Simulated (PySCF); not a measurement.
Ba: electron affinity

Ba⁻ [Xe] 5d1 6s2 (2D) → Ba [Xe] 6s2 (1S), as a difference of total energies. Calculation: PySCF 2.14, in x2c-TZVPPall with one added diffuse shell each of s, p, d type (12s8p7d2f1g, 94 functions); the spin-free X2C one-electron Hamiltonian (Gaussian nucleus). Correlated levels: valence: [Xe] frozen. The calculations carry no spin-orbit coupling.

```csv
method,electron affinity (eV)
UHF,-0.867
MP2 (valence),-0.711
SCS-MP2 (valence),-0.758
CCSD (valence),-0.508
CCSD(T) (valence),-0.434
```

A first-order spin-orbit estimate (lowest level to lowest level, LS coupling) adds 0.042 eV.

The configuration of this anion was assumed by filling the next shell in order. It is not the known or likely ground configuration (Ca⁻, Sr⁻ and Ba⁻, for instance, bind a p electron), so these values are not the electron affinity of the element.

A negative affinity means that the anion lies above the atom at that level of theory.

The coupled-cluster amplitudes are large for Ba⁻ (T1 above 0.03 or a double amplitude above 0.15), so a single reference is strained.
